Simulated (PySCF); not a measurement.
Computed shifts of a molecule C4H2ClF3, B3LYP/pcSseg-1 in PySCF, GIAO, gas phase, equivalent atoms averaged, in ppm (number of nuclei): ¹⁹F: -87.8 (3). ¹³C: 224.7 (1), 130.5 (1), 110.9 (1), 102.1 (1). ¹H: 6.80 (1), 6.09 (1). References: ¹⁹F against CFCl3 (σ = 161.7 ppm); ¹³C against TMS (σ = 181.3 ppm); ³⁵Cl against HCl (σ = 933.3 ppm); ¹H against TMS (σ = 31.68 ppm), references at their B3LYP-D3(BJ)/def2-TZVP geometries, non-relativistic (without spin–orbit terms, shifts of atoms bonded to Cl or Br come out too high). The structure is a stationary point at PBE0-D3(BJ)/def2-SVP. One conformer was computed; it need not be the lowest.

Q: Which molecule gave these data?
(A) C=C=C(Cl)C(F)(F)F
(B) F/C=C(F)/C(F)=C\Cl
(C) FC(F)(F)C=C=CCl
(D) C=C=C(F)C(F)(F)Cl

A: C, FC(F)(F)C=C=CCl
